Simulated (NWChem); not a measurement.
## Atomisation of BiF₃

SMILES: [F][Bi]([F])[F]
```xyz
4

Bi     0.0023     0.2541     0.0000
F     -0.8875    -0.7732     1.5253
F     -0.8875    -0.7732    -1.5253
F      1.7542    -0.7967     0.0000
```
Charge 0, spin multiplicity 1.

Program: NWChem. Structure: optimised with PBE/def2-SVP with def2 effective core potentials on Bi, a minimum by its harmonic frequencies.

Basis set: def2-TZVP. The atomisation energy is electronic alone: no zero-point, thermal, spin-orbit or counterpoise terms. No value is extrapolated to the basis-set limit. Free atoms are single determinants with multiplicities Bi 4, F 2. Correlated methods freeze the same cores in atoms and molecule, 7 orbitals in all.

```json
[
 {"method": "r2SCAN", "atomisation energy (kcal/mol)": "299.3", "relative cost": "under 3"},
 {"method": "BHandHLYP", "atomisation energy (kcal/mol)": "262.3", "relative cost": "1"},
 {"method": "LDA (SVWN5)", "atomisation energy (kcal/mol)": "374.8", "relative cost": "under 3"},
 {"method": "HF", "atomisation energy (kcal/mol)": "152.5", "relative cost": "under 3"},
 {"method": "MP2", "atomisation energy (kcal/mol)": "298.4", "relative cost": "under 3"},
 {"method": "B3LYP", "atomisation energy (kcal/mol)": "297.7", "relative cost": "under 3"},
 {"method": "PBE", "atomisation energy (kcal/mol)": "320.4", "relative cost": "under 3"},
 {"method": "TPSS", "atomisation energy (kcal/mol)": "309.3", "relative cost": "under 3"},
 {"method": "PBE0", "atomisation energy (kcal/mol)": "288.4", "relative cost": "under 3"}
]
```

The values span 222.3 kcal/mol, from HF (lowest) to LDA (SVWN5) (highest). Costs are rough ratios of processor time within this set of runs, SCF included, with BHandHLYP as 1. Costs are the molecule's.

Effective core potentials replace the inner electrons of Bi; spin-orbit coupling is left out. B3LYP has NWChem's definition, with VWN1-RPA local correlation. The structure started from a generated list of species. The stability of the SCF solutions was not checked. Open-shell Hartree-Fock references start from PBE0 orbitals; any time given for them includes that run.
